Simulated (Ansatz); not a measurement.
AlB6. The state is a doublet with charge 0. Geometry r2SCAN-D4/def2-SVP, basis def2-TZVP, Ansatz.

```xyz
7

Al    1.427   -0.035   -0.797
B    -0.651   -1.411    0.074
B    -0.130    1.331   -1.064
B    -0.352    1.436    0.486
B    -0.102   -0.016    1.088
B     0.788   -1.347    0.697
B    -0.979    0.043   -0.484
```

```csv
run,HOMO (eV),LUMO (eV)
A,-7.35,-2.89
B,-5.63,-4.78
C,-6.12,-4.12
D,-6.65,-3.65
E,-5.89,-4.42
F,-6.41,-3.91
```

B3LYP takes the VWN-RPA correlation. The structure comes from a short search, and lower isomers may exist.

HOMO and LUMO are taken over both spins.

Question: The runs used B3LYP, CAM-B3LYP, PBE, PBE0, r2SCAN, r2SCAN0. Estimate which is which.

Answer: A CAM-B3LYP (range-separated); B PBE (0 % exact exchange); C B3LYP (20 % exact exchange); D r2SCAN0 (25 % exact exchange); E r2SCAN (0 % exact exchange); F PBE0 (25 % exact exchange). Exact exchange lowers occupied and raises empty levels; among semilocal functionals meta-GGAs tend to open the gap a little, and such runs are hard to tell apart. The gap grows from 0.84 eV (PBE) to 4.46 eV (CAM-B3LYP). At r2SCAN0-D4/def2-TZVP, r2SCAN-D4/def2-TZVP the charge 0 doublet is spin-contaminated (final ⟨S²⟩ up to 0.88, 0.75 for a pure state).
